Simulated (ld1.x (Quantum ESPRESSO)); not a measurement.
Be (Z = 4), TM: configuration errors across variants

- Element: beryllium
- Generator: ld1.x (Quantum ESPRESSO) 7.5
- Type: norm-conserving Troullier–Martins (Kleinman–Bylander form)
- Functional: PBE
- Relativity: scalar-relativistic
- Frozen core: [He]
- Valence charge: 2
- Reference configuration: 2s1 2p1
- Partial waves: 2p (bound): rc 2.60 bohr; 2s (bound): rc 2.20 bohr
- Local potential: the s channel
- Core correction: none

All-electron excitation energies from the reference (eV): (1) 2s2 2p0 -3.612; (2) 2s1 2p0 5.938; (3) 2s1.5 2p0 0.148; (4) 2s0 2p1 9.848; (5) 2s0 2p2 3.639.

2 further variants failed, have other tests or too few solved ones, and are left out.

Errors AE − PS in meV (a dash: test not solved or not reliable):

```tsv
change	(1)	(2)	(3)	(4)	(5)	bound ghosts
base	+0.8	+32	+11	-15	0.0	none
wave 2p (bound): rc 2.60 bohr becomes 2p (bound): rc 2.38 bohr	+2.3	+30	+11	-12	+1.1	none
type PAW; waves now 2s (bound): rcut 1.90, rcutus 2.20 bohr; 2s channel at 0.25 Ry: rcut 1.90, rcutus 2.20 bohr; 2p (bound): rcut 2.25, rcutus 2.60 bohr; 2p channel at 4.25 Ry: rcut 2.25, rcutus 2.60 bohr; local potential all-electron potential smoothed inside 2.05 bohr (lloc = -2); core correction a·sin(br)/r model core, default radius (ld1.x builds one for every PAW set, though the input has nlcc=.false.); augmentation PSQ, inside the norm-conserving radii	-0.1	-0.2	+0.3	-14	-0.8	none
all radii scaled by about 0.75 (s 1.64, p 1.94 bohr)	+3.5	+25	+9.3	-9.4	-0.1	none
core correction a·sin(br)/r model core inside 2.36 bohr	+0.8	+32	+11	-15	+0.1	none
wave 2p (bound): rc 2.60 bohr becomes 2p (bound): rc 2.86 bohr	-0.8	+35	+11	-18	-1.4	none
all radii scaled by about 1.24 (s 2.74, p 3.22 bohr)	-7.7	+47	+13	-25	+4.0	none
```

Problem. Give the same row for: wave 2s (bound): rc 2.20 bohr becomes 2s (bound): rc 1.74 bohr.

Solution. -0.4, +29, +8.6, -17, -4.8; bound ghosts: none.
